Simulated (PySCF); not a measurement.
Predicted microwave data (PBE0/pcSseg-1 in PySCF (dipole) on a GFN2-xTB geometry, gas phase) for one isomer of C8H9N3:

* Rotational constants: A = 3345, B = 736.3, C = 640.2 MHz
* Dipole components: |μa| = 0.95 D, |μb| = 0.00 D, |μc| = 0.14 D
* Inertial defect: -48.08 u·Å²
* κ: -0.93

Question: Which structure is it? (One computed conformer of each.)
A. `[CH3:1][CH2:2][n:3]1[n:4][c:5]2[cH:6][cH:7][cH:8][cH:9][c:10]2[n:11]1` with C1–C2–N3–N4 -89°
B. `[CH3:1][c:2]1[c:3]([C:4]#[N:5])[cH:6][n:7][n:8]1[CH:9]1[CH2:10][CH2:11]1` with N7–N8–C9–C10 -20°
C. `[CH3:1][CH2:2][c:3]1[cH:4][cH:5][cH:6][c:7]2[cH:8][n:9][n:10][n:11]12` with C1–C2–C3–C4 105°

Answer: A. It is CCn1nc2ccccc2n1, a near-prolate asymmetric top, point group Cs. The candidates at the same level (rigid rotor, commonest isotopes):

| SMILES | A (MHz) | B (MHz) | C (MHz) | μa (D) | μb (D) | μc (D) | Δ (u·Å²) | point group | rotor |
| --- | --- | --- | --- | --- | --- | --- | --- | --- | --- |
| Cc1c(C#N)cnn1C1CC1 | 2935 | 700.2 | 593.9 | 5.25 | 2.20 | 0.17 | -42.91 | C1 | near-prolate asymmetric top |
| CCn1nc2ccccc2n1 | 3345 | 736.3 | 640.2 | 0.95 | 0.00 | 0.14 | -48.08 | Cs | near-prolate asymmetric top |
| CCc1cccc2cnnn12 | 1642 | 1282 | 765.6 | 0.99 | 4.26 | 0.32 | -41.85 | C1 | asymmetric top |

`CCc1cccc2cnnn12` has B 74 % too high; `Cc1c(C#N)cnn1C1CC1` has A 12 % too low. In the right answer the mirror of this Cs structure is the ac plane, so μb vanishes by symmetry. No structure here is proved a minimum.
